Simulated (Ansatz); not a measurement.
`Cc1ccc(C(=O)O)cc1` and `Cc1ccc(O)cc1` differ in one atom or group.

Ansatz, PBE0-D4/def2-TZVP geometries, multiplicity 1. Each molecule was computed in one conformer, which needn't be the lowest.

```
                                        property  `Cc1ccc(C(=O)O)cc1`
             HOMO–LUMO gap (PBE/def2-TZVPP) / eV                 4.16
            HOMO–LUMO gap (PBE0/def2-TZVPP) / eV                 6.01
              LUMO energy (PBE0/def2-TZVPP) / eV                -1.35
             LUMO energy (B3LYP/def2-TZVPP) / eV                -1.54
               HOMO energy (PBE/def2-TZVPP) / eV                -6.37
size of the dipole moment (B3LYP/def2-TZVPP) / D                 2.55
```

Problem. Give the same properties after the change, and the shifts. (Estimate.)

Solution. Ansatz gave: 
```tsv
property	`Cc1ccc(O)cc1`	shift
HOMO–LUMO gap (PBE/def2-TZVPP) / eV	4.14	-0.02
HOMO–LUMO gap (PBE0/def2-TZVPP) / eV	6.05	0.04
LUMO energy (PBE0/def2-TZVPP) / eV	-0.22	1.13
LUMO energy (B3LYP/def2-TZVPP) / eV	-0.42	1.12
HOMO energy (PBE/def2-TZVPP) / eV	-5.24	1.13
size of the dipole moment (B3LYP/def2-TZVPP) / D	1.27	-1.28
```

Dipoles are sizes alone; their direction can turn.

Positive LUMOs are unbound, so they and the gaps depend on the basis.

B3LYP here is the variant with VWN-RPA as its local correlation; programs differ in this.
